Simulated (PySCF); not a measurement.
**Circular dichroism: `CB(C)C(C)=C=C(C)C`, C₈H₁₅B**

Geometry (Å), atoms numbered from 1 in this order:
```xyz
24

C    -1.144    1.270   -0.987
B    -1.219   -0.213   -0.471
C    -2.610   -0.956   -0.407
C     0.062   -0.994   -0.012
C    -0.015   -2.408    0.520
C     1.226   -0.373   -0.119
C     2.364    0.269   -0.240
C     3.177    0.197   -1.506
C     2.914    1.116    0.878
H    -1.626    1.349   -1.977
H    -0.132    1.695   -1.047
H    -1.754    1.908   -0.322
H    -2.585   -1.840   -1.070
H    -3.472   -0.338   -0.698
H    -2.794   -1.362    0.602
H    -0.450   -3.085   -0.232
H    -0.671   -2.460    1.403
H     0.972   -2.801    0.803
H     3.322    1.206   -1.928
H     4.179   -0.214   -1.302
H     2.694   -0.430   -2.267
H     2.250    1.121    1.752
H     3.052    2.157    0.542
H     3.903    0.746    1.196
```

Level of theory: TDDFT CAM-B3LYP/def2-SVPD circular dichroism and optical rotation, one conformer, gas phase in PySCF 2.14.0. Geometry: PBE0-D3(BJ)/def2-SVP.

No stereocentre is labelled: unless the shape is locked (an allene, a helicene, a hindered biaryl), the mirror image is equally populated and a measured rotation or CD is zero. Singlets 11 and 12 lie within 0.01 eV of each other, so their separate moments and overlaps can depend on how they mix.

**Question.** Which excitations and rotatory strengths does the calculation give?

**Answer.** Rotatory strengths R in 10⁻⁴⁰ esu² cm², velocity form and length form (origin at the centre of mass); f in length form.
| state | E (eV) | λ (nm) | f | R (velocity) | R (length) | main |
| --- | --- | --- | --- | --- | --- | --- |
| 1 | 4.46 | 278 | 8e-05 | -1.1 | -1.0 | HOMO→LUMO 0.95 |
| 2 | 5.81 | 213 | 0.398 | +1.3 | +1.3 | HOMO−1→LUMO 0.96 |
| 3 | 6.20 | 200 | 0.0008 | -13.8 | -13.9 | HOMO−2→LUMO 0.94 |
| 4 | 6.32 | 196 | 0.014 | -0.6 | -0.7 | HOMO→LUMO+1 0.82, HOMO→LUMO+2 0.11 |
| 5 | 6.45 | 192 | 0.003 | +14.8 | +14.9 | HOMO−3→LUMO 0.31, HOMO−1→LUMO+3 0.27 |
| 6 | 6.56 | 189 | 9e-05 | +1.0 | +1.0 | HOMO−3→LUMO 0.57, HOMO−1→LUMO+3 0.13 |
| 7 | 6.93 | 179 | 0.009 | -0.4 | -0.4 | HOMO−1→LUMO+1 0.64, HOMO−1→LUMO+5 0.18 |
| 8 | 7.07 | 175 | 0.376 | +2.9 | +2.9 | HOMO→LUMO+2 0.52, HOMO→LUMO+3 0.31 |
| 9 | 7.23 | 172 | 0.149 | +8.8 | +8.9 | HOMO→LUMO+3 0.49, HOMO→LUMO+2 0.27 |
| 10 | 7.47 | 166 | 0.0009 | -8.7 | -8.8 | HOMO→LUMO+4 0.81 |
| 11 | 7.81 | 159 | 0.032 | +16.9 | +16.7 | HOMO−1→LUMO+2 0.72, HOMO→LUMO+5 0.11 |
| 12 | 7.81 | 159 | 0.107 | -16.5 | -16.2 | HOMO→LUMO+5 0.54, HOMO−1→LUMO+2 0.14 |

Among the states computed, the strongest CD band (largest |R|) is state 11. The largest dissymmetry factor in size, g = 4R/(D+G), with D and G the electric and magnetic dipole strengths, is -0.27 for state 1 (velocity form, f = 3e-05), among bands with |R| over 0.5. The mirror image has the same energies and oscillator strengths and all R with the opposite sign.
